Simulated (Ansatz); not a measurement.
C2H5CdCl, SMILES `C[CH2][Cd][Cl]`. Total charge 0; spin multiplicity 1. Cd takes the def2 core potential. All single points use the PBE0-D4/def2-TZVP geometry. It is one conformer, not always the lowest.

```xyz
9

C    -0.839   -0.661    0.604
C    -0.392    0.399   -0.393
Cd    1.700    0.637   -0.555
Cl    3.976    0.899   -0.732
H    -0.502   -0.440    1.620
H    -1.932   -0.730    0.637
H    -0.463   -1.654    0.347
H    -0.753    0.170   -1.398
H    -0.793    1.381   -0.130
```

Problem. What is the dipole moment at PBE/def2-TZVPP? (An estimate is asked.)

Solution. Ansatz gave: 3.46 D, with components (-3.42, -0.44, 0.31) D in this frame, pointing from negative to positive charge.

Problem. And with r2SCAN, B3LYP, ωB97M-V? (Estimate.)

Solution. Ansatz gave: r2SCAN 3.58 D, B3LYP 3.50 D, ωB97M-V 3.34 D.

Problem. Give the Mulliken charges with PBE, r2SCAN, ωB97M-V in def2-TZVPP. (An estimate is asked.)

Solution. The calculation gave: 
| atom | PBE | r2SCAN | ωB97M-V |
| --- | --- | --- | --- |
| C1 | -0.26 | -0.13 | -0.31 |
| C2 | -0.34 | -0.30 | -0.46 |
| Cd3 | 0.53 | 0.59 | 0.63 |
| Cl4 | -0.41 | -0.46 | -0.44 |
| H5 | 0.09 | 0.04 | 0.10 |
| H6 | 0.09 | 0.04 | 0.11 |
| H7 | 0.09 | 0.04 | 0.10 |
| H8 | 0.11 | 0.08 | 0.13 |
| H9 | 0.11 | 0.08 | 0.13 |

B3LYP here is the variant with VWN-RPA as its local correlation; programs differ in this.
